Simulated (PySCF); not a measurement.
Computed IR spectrum (relative IR intensity) of a molecule CH10O2Si3. Geometry: B3LYP-D3(BJ)/def2-SVP. The values are those of a single conformer. Computed with PySCF with B3LYP-D3(BJ)/def2-SVP. Frequencies are harmonic and unscaled.

Lines under 2 % of the strongest are left out, and lines within 2 cm⁻¹ are merged.

```json
[
 {"ν (cm⁻¹)": "176", "relative intensity": "8.5"},
 {"ν (cm⁻¹)": "191", "relative intensity": "10"},
 {"ν (cm⁻¹)": "200", "relative intensity": "25"},
 {"ν (cm⁻¹)": "299", "relative intensity": "46"},
 {"ν (cm⁻¹)": "361", "relative intensity": "11"},
 {"ν (cm⁻¹)": "385", "relative intensity": "11"},
 {"ν (cm⁻¹)": "390", "relative intensity": "2.0"},
 {"ν (cm⁻¹)": "459", "relative intensity": "4.2"},
 {"ν (cm⁻¹)": "533", "relative intensity": "3.0"},
 {"ν (cm⁻¹)": "680", "relative intensity": "2.4"},
 {"ν (cm⁻¹)": "704", "relative intensity": "60"},
 {"ν (cm⁻¹)": "715", "relative intensity": "90"},
 {"ν (cm⁻¹)": "768", "relative intensity": "16"},
 {"ν (cm⁻¹)": "829", "relative intensity": "89"},
 {"ν (cm⁻¹)": "833", "relative intensity": "15"},
 {"ν (cm⁻¹)": "884", "relative intensity": "100"},
 {"ν (cm⁻¹)": "922", "relative intensity": "25"},
 {"ν (cm⁻¹)": "935", "relative intensity": "27"},
 {"ν (cm⁻¹)": "948", "relative intensity": "24"},
 {"ν (cm⁻¹)": "961", "relative intensity": "19"},
 {"ν (cm⁻¹)": "1069", "relative intensity": "21"},
 {"ν (cm⁻¹)": "1164", "relative intensity": "11"},
 {"ν (cm⁻¹)": "1350", "relative intensity": "2.3"},
 {"ν (cm⁻¹)": "2168", "relative intensity": "59"},
 {"ν (cm⁻¹)": "2183", "relative intensity": "56"},
 {"ν (cm⁻¹)": "2189", "relative intensity": "35"},
 {"ν (cm⁻¹)": "2200", "relative intensity": "47"},
 {"ν (cm⁻¹)": "2224", "relative intensity": "33"},
 {"ν (cm⁻¹)": "2236", "relative intensity": "41"},
 {"ν (cm⁻¹)": "2954", "relative intensity": "19"},
 {"ν (cm⁻¹)": "2996", "relative intensity": "17"},
 {"ν (cm⁻¹)": "3812", "relative intensity": "17"},
 {"ν (cm⁻¹)": "3862", "relative intensity": "34"}
]
```

**Question.** Pick the molecule that these values belong to.
(A) C[SiH]([SiH2]O)[SiH2]O
(B) O[SiH2][Si@@H](O)C[SiH3]
(C) [SiH3]OC([SiH3])O[SiH3]
(D) OC[Si@H](O)[SiH2][SiH3]

**Answer.** D, OC[Si@H](O)[SiH2][SiH3]
